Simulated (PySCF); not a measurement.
MB for M along group 14

CCSD(T) with double-zeta basis sets in PySCF, for the lowest determinant that a PBE0 search found; no spin–orbit coupling. De refers to high-spin ground-configuration atoms.

| M | basis | reference, frozen orbitals | state (unpaired electrons) | Re (Å) | ωe (cm⁻¹) | De (eV) |
| --- | --- | --- | --- | --- | --- | --- |
| Si | cc-pV(D+d)Z/cc-pVDZ | UHF, 6 | quartet (σ ↑, π ↑↑) | 1.946 | 722 | 2.91 |
| Ge | x2c-SVPall | UHF, 10 | quartet (σ ↑, π ↑↑) | 1.992 | 640 | 2.81 |
| Sn | def2-SVP | UHF, 5 | quartet (σ ↑, π ↑↑) | 2.206 | 545 | 2.33 |
| Pb | def2-SVP | UHF, 5 | quartet (σ ↑, π ↑↑) | 2.280 | 497 | 2.12 |

The shortest bond is that of SiB (1.946 Å), the longest that of BPb (2.280 Å).

The rows differ in basis set, which adds steps of its own.

Down a group the atoms grow and get heavier, so bonds lengthen and wavenumbers fall; this series shows no clear exception.

Correlated steps freeze the inner cores (5 to 10 orbitals); shallow outer-core shells are correlated. Correlated levels converge slowly with the basis: in double zeta they bind strong bonds too weakly, by up to about 1 eV, and carry superposition errors of some tenths. These are scalar-relativistic numbers at best; spin–orbit coupling would shift them, the dissociation energy most. The CCSD T1 diagnostic is raised in SiB, a sign that a single reference may not be enough there. States were picked by a PBE0 search and need not be the measured ground states.
